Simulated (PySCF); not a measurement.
SiHCl₃, SMILES Cl[SiH](Cl)Cl. Atoms are numbered in the order given.

```xyz
5

Si     0.0000     0.0000     0.5114
Cl    -1.6808    -0.9704    -0.1796
Cl     0.0000     1.9408    -0.1796
Cl     1.6808    -0.9704    -0.1796
H      0.0000     0.0000     1.9997
```
Charge 0, spin multiplicity 1.

Coordinates come from a PBE-D3(BJ)/def2-SVP optimisation. The isomer is the one that the SMILES or the coordinates give; other isomers of the formula were not compared.

These are PBE/pcJ-1 (PySCF) values and carry that method's errors.

Isotropic couplings with Fermi-contact, spin-dipole and both spin-orbit terms, one fixed conformer, no vibrational averaging. Isotopes: 1H, 29Si.

Q: Estimate the spin–spin coupling constants. (An estimate is asked for; the answer gives what the named calculation found.)

A: 
| pair | bonds apart | J (Hz) |
|---|---|---|
| Si1–H5 | 1 | -368.8 |
